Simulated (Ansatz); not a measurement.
Molecule: C$_{2}$H$_{6}$BS, charge 0, multiplicity 2. It need not be the lowest isomer of its formula. 
Structure (B3LYP-D3(BJ)/def2-TZVP (Ansatz, a first-principles code) minimum search):
```xyz
10

C      1.3441    -0.9914     0.5694
B     -0.0076    -0.2791     0.1614
C     -1.3962    -0.9322     0.5433
S      0.0337     1.2437    -0.7194
H      1.3629    -1.9977     0.1388
H      2.2533    -0.4734     0.2671
H      1.3674    -1.1200     1.6563
H     -1.4457    -1.0593     1.6295
H     -1.4502    -1.9370     0.1120
H     -2.2763    -0.3757     0.2240
```
Charge 0, spin multiplicity 2.

Basis-set convergence of Hartree-Fock and MP2 correlation energies (hartree) with Ansatz. Valence correlation only, unless marked. Open shells are spin-unrestricted. No spin-orbit coupling. Non-relativistic.

```csv
basis,functions,E(HF),"E(corr, MP2)"
cc-pV(D+d)Z,95,-501.48486,-0.48090
cc-pV(T+d)Z,213,-501.52671,-0.60009
cc-pV(Q+d)Z,409,-501.53645,-0.64146
```

Extrapolating the two largest sets (X = 3 and 4) as X^-3: E(corr) = (64·(-0.64146) - 27·(-0.60009))/37 = -0.6716 Eh, an estimate of the basis-set limit. The largest set recovers 95.5 % of it, the smallest 71.6 %.
